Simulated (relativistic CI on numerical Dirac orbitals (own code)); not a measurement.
## Ir⁵⁺: 5d valence photoemission

Computed with this model: Dirac-Coulomb-Breit CI, orbitals from a KLI potential per configuration, QED by a radiative potential, valence Slater integrals scaled by 0.9, multiplet model of photoemission in the sudden approximation; configurations [Xe] 4f14 5d4 → [Xe] 4f14 5d3; 300 K; Lorentzian 0.42 eV and Gaussian 0.5 eV FWHM. Energies are those of the free ion, without screening or charge transfer. The energies are binding energies and can lie tens of eV above those of solids. S is read from ⟨S²⟩ = S(S + 1).

Field parameters in Wybourne normalisation: Td as Oh with Dq negative (B⁴₀ = 21Dq, B⁴₄ = √(5/14) B⁴₀). The field is a parameter set, without covalency.

free ion: ground-state S = 1.70, centroid 72.88 eV. Peaks (eV, height): 72.3 (100), 74.5 (23).

Td, 10Dq = -12250 cm⁻¹: ground-state S = 1.44, centroid 72.87 eV. Peaks (eV, height): 72.3 (100), 74.0 (23), 75.2 (9).

Strongest unbroadened transitions for free ion:

```json
{"Energy (eV)": "72.31", "Relative strength": "100.0"}
{"Energy (eV)": "73.23", "Relative strength": "16.2"}
{"Energy (eV)": "74.47", "Relative strength": "21.5"}
{"Energy (eV)": "75.92", "Relative strength": "1.8"}
{"Energy (eV)": "76.40", "Relative strength": "2.2"}
{"Energy (eV)": "77.36", "Relative strength": "0.0"}
{"Energy (eV)": "78.09", "Relative strength": "0.3"}
{"Energy (eV)": "78.27", "Relative strength": "0.2"}
{"Energy (eV)": "80.94", "Relative strength": "0.0"}
```
